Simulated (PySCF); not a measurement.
Ionisation energy along the 16-electron series

Calculated with PySCF 2.14 and a two-component X2C-1e Hamiltonian (Gaussian nucleus, no Breit or QED terms), each ion in its own even-tempered basis scaled to its charge; GMP2 freezes 1s2 and drops the highest virtual spinors. Values in eV. NIST values: (m) measured, (s) semi-empirical, (t) theoretical.

```tsv
ion	configuration	GHF (spin-free)	GMP2 (spin-free)	GHF (screened spin-orbit)	GMP2 (screened spin-orbit)	NIST
Yb⁵⁴⁺	[Ne] 3s2 3p4	5291.7	5293.0	5227.6	5228.0	5224 ± 5 (t)
Hf⁵⁶⁺	[Ne] 3s2 3p4	5673.2	5674.5	5598.5	5599.0	5595 ± 5 (t)
```

(1) Fill in the row of Lu⁵⁵⁺.

Results:

(1) configuration: [Ne] 3s2 3p4; GHF (spin-free): 5480.7; GMP2 (spin-free): 5482.0; GHF (screened spin-orbit): 5411.5; GMP2 (screened spin-orbit): 5411.9; NIST: 5408 ± 5 (t).
